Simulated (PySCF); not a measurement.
Dipole response of Cl⁻ (chlorine, charge -1)

[Ar], closed-shell 1S. Calculation: PySCF 2.14, in aug-cc-pwCVQZ; no relativity, point nucleus. Coupled (time-dependent) response in atomic units; α is the mean over directions.

```tsv
method	mean α (bohr³)	C₆ (like pair)	S(−4)
UHF	28.55	249.1	232.2
PBE0	32.62	295.5	334.2
BHandHLYP	30.78	273.5	288.4
```

S(−4) is the Cauchy moment in α(ω) = α(0) + S(−4) ω² + …

α(iu) at UHF:

```
u (hartree)  α(iu) (bohr³)
          0          28.55
     0.0500          27.99
      0.100          26.48
      0.200          22.15
      0.300          17.87
      0.500          11.62
      0.750          7.239
       1.00          4.862
       1.50          2.591
       2.00          1.603
       3.00         0.7983
       5.00         0.3326
```

A single London oscillator, α(iu) = α/(1 + u²/ω²), gives C₆ = (3/4) ω α². Matching the computed C₆ needs ω = 4 × 249.1 / (3 × 28.55²) = 0.407 hartree.

For an ion, C₆ is the dispersion term alone; charge-induced terms of lower order in 1/R come first.
